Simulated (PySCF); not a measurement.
C$_{3}$H$_{11}$NOSn (SMILES C[O][Sn]([CH3])([CH3])[NH2]), singlet, geometry from GFN2-xTB (such geometries of metal compounds can be far from the true shape) (all electrons, no relativity), with bond 9-1 at 2.4 times its length; PySCF with CASCI(2,4)+NEVPT2/STO-3G.

Here is a job for PySCF.
```python
from pyscf import gto, scf, mcscf, mrpt
import numpy

mol = gto.M(
    atom='''
C     2.64551812   -0.42774250   -0.72588208
O     1.30790355   -0.77795271   -0.88051862
Sn   -0.29270489    0.06380600    0.06950807
C    -0.04956952    2.24483228    0.18148561
C    -1.91056493   -0.83763574   -1.06883797
N    -0.36228894   -0.66283792    1.98873289
H     2.84119332    0.60888170   -1.01581412
H     3.00032965   -0.57277088    0.29981517
H     4.03034577   -1.99913158   -2.30237246
H    -0.88780348    2.66796661    0.72082235
H    -0.01551816    2.65612650   -0.82157852
H     0.87230027    2.48572937    0.70149556
H    -2.31111232   -0.12147508   -1.77695547
H    -2.69239837   -1.15060148   -0.38723234
H    -1.51776393   -1.69437958   -1.60370229
H     0.38968028   -0.32557562    2.57952664
H    -0.30569997   -1.67495046    2.01339759
''',
    basis='sto-3g',
    verbose=4,
)

mf = scf.RHF(mol)
mf.kernel()
mc = mcscf.CASCI(mf, 4, 2)
mc.fix_spin_(ss=0.0)
mc.kernel()
occ = numpy.linalg.eigvalsh(mc.fcisolver.make_rdm1(mc.ci, mc.ncas, mc.nelecas))[::-1]
ss = mc.fcisolver.spin_square(mc.ci, mc.ncas, mc.nelecas)[0]
print('natural occupations', occ.round(4), ' <S^2>', round(ss, 4))
e2 = mrpt.NEVPT(mc).kernel()
print('E(NEVPT2) = %.10f' % (mc.e_tot + e2))
```

The log (banner, timings and long lists left out):

```
PySCF version 2.14.0

[INPUT] verbose = 4
[INPUT] num. atoms = 17
[INPUT] num. electrons = 94
[INPUT] charge = 0
[INPUT] spin (= nelec alpha-beta = 2S) = 0
[INPUT] symmetry False subgroup None
[INPUT] Mole.unit = angstrom
[INPUT] Symbol           X                Y                Z      unit          X                Y                Z       unit  Magmom
[...]
nuclear repulsion = 644.151635502419
number of shells = 37
number of NR pGTOs = 189
number of NR cGTOs = 63
basis = sto-3g
ecp = {}

******** <class 'pyscf.scf.hf.RHF'> ********
method = RHF
initial guess = minao
damping factor = 0
level_shift factor = 0
DIIS = <class 'pyscf.scf.diis.CDIIS'>
diis_start_cycle = 1
diis_space = 8
diis_damp = 0
SCF conv_tol = 1e-09
SCF conv_tol_grad = None
SCF max_cycles = 50
direct_scf = True
direct_scf_tol = 1e-13
Set gradient conv threshold to 3.16228e-05
Initial guess from minao.
init E= -6192.38633976331
[...]
cycle= 1 E= -6208.97052343536  delta_E= -16.6  |g|= 0.741  |ddm|= 4.84
[...]
cycle= 2 E= -6209.15374900331  delta_E= -0.183  |g|= 0.381  |ddm|= 1.82
[...]
cycle= 3 E= -6209.21241855349  delta_E= -0.0587  |g|= 0.107  |ddm|= 0.815
[...]
cycle= 4 E= -6209.21760100728  delta_E= -0.00518  |g|= 0.0522  |ddm|= 0.286
[...]
cycle= 5 E= -6209.21894248093  delta_E= -0.00134  |g|= 0.0147  |ddm|= 0.114
[...]
cycle= 6 E= -6209.21914666584  delta_E= -0.000204  |g|= 0.00621  |ddm|= 0.0447
[...]
cycle= 7 E= -6209.21917870338  delta_E= -3.2e-05  |g|= 0.00176  |ddm|= 0.0185
[...]
cycle= 8 E= -6209.2191817662  delta_E= -3.06e-06  |g|= 0.000406  |ddm|= 0.00656
[...]
cycle= 9 E= -6209.21918190874  delta_E= -1.43e-07  |g|= 9.93e-05  |ddm|= 0.00133
[...]
cycle= 10 E= -6209.21918191638  delta_E= -7.64e-09  |g|= 2.42e-05  |ddm|= 0.000293
[...]
cycle= 11 E= -6209.2191819169  delta_E= -5.23e-10  |g|= 7.46e-06  |ddm|= 8.36e-05
[...]
Extra cycle  E= -6209.21918191694  delta_E= -3.73e-11  |g|= 3.71e-06  |ddm|= 2.02e-05
converged SCF energy = -6209.21918191694

******** <class 'pyscf.mcscf.casci.CASCI'> ********
CAS (1e+1e, 4o), ncore = 46, nvir = 13
natorb = False
canonicalization = True
sorting_mo_energy = False
******** <class 'pyscf.fci.addons.SpinPenaltyFCISolver'> ********
max. cycles = 200
conv_tol = 1e-08
davidson only = True
linear dependence = 1e-12
level shift = 0.001
max iter space = 12
nroots = 1
pspace_size = 400
spin = None
Density matrix diagonal elements [1.33745569 0.652189   0.00493673 0.00541857]
CASCI converged
[...]
CASCI E = -6209.36749459756  E(CI) = -0.864358913382603  S^2 = 0.0000000
[...]
2 Sn 3dxz       -0.00035   0.00020   0.00074  -0.00096
2 Sn 3dx2-y2     0.00029  -0.00009  -0.00013   0.00083
2 Sn 4dxy        0.00866  -0.00429  -0.02090   0.03502
2 Sn 4dyz       -0.00354   0.00033   0.00756   0.00767
2 Sn 4dz^2       0.00306  -0.00063  -0.00600  -0.00623
2 Sn 4dxz        0.01152  -0.00547  -0.02372   0.02914
2 Sn 4dx2-y2    -0.01005   0.00261   0.00450  -0.02566
3 C 1s           0.00018  -0.00008   0.00135   0.00379
3 C 2s          -0.01821   0.00715  -0.08641  -0.24492
3 C 2px         -0.00154   0.00057   0.03319   0.02418
3 C 2py          0.05691  -0.02518   0.13834   0.39032
3 C 2pz          0.00893  -0.00540   0.00314   0.01906
4 C 1s           0.00015  -0.00022   0.00038   0.00361
4 C 2s          -0.01400   0.01606  -0.01997  -0.23192
4 C 2px         -0.03785   0.03017  -0.01408  -0.28718
4 C 2py         -0.01413   0.01319  -0.02301  -0.15011
4 C 2pz         -0.01592   0.01534  -0.02508  -0.19341
5 N 1s           0.00011  -0.00004   0.00087   0.00227
5 N 2s           0.01266  -0.00481  -0.02924  -0.16751
5 N 2px         -0.07444   0.03064  -0.11617   0.01935
5 N 2py          0.01219  -0.00539   0.00279  -0.05835
5 N 2pz          0.06803  -0.03023   0.13881   0.11372
6 H 1s          -0.09342   0.07754   0.03403   0.00754
7 H 1s          -0.09415   0.07829   0.03653  -0.00769
8 H 1s           0.70856   0.69322  -0.00469  -0.00002
9 H 1s           0.02107  -0.01100   0.09513  -0.01779
10 H 1s         -0.00033   0.00339  -0.00693   0.03007
11 H 1s         -0.00232   0.00356  -0.04258   0.08477
12 H 1s          0.00772  -0.00508   0.02459  -0.00696
13 H 1s          0.01758  -0.01224   0.06335   0.00780
14 H 1s         -0.01072   0.00882  -0.06310   0.08869
15 H 1s         -0.00295   0.00189  -0.00627   0.08078
16 H 1s         -0.00476   0.00475   0.00436   0.08978
<CAS-nat-orb|mo-hf>  47     47       0.99788976
<CAS-nat-orb|mo-hf>  48     48       0.99108137
<CAS-nat-orb|mo-hf>  49     49       0.62944126
<CAS-nat-orb|mo-hf>  49     50       0.76755001
<CAS-nat-orb|mo-hf>  50     49       0.77241683
<CAS-nat-orb|mo-hf>  50     50      -0.63488392
Sr    (-1)',   E = -0.00038151023822
Si    (+1)',   E = -0.01545498892925
Sijrs (0)  ,   E = -0.18023014482335
Sijr  (+1) ,   E = -0.06601116575821
Srsi  (-1) ,   E = -0.00247860094635
Srs   (-2) ,   E = -0.00000583639251
Sij   (+2) ,   E = -0.01538312585858
Sir   (0)' ,   E = -0.00662931290517
Nevpt2 Energy = -0.286574685851617
E(NEVPT2) = -6209.6540692834
```
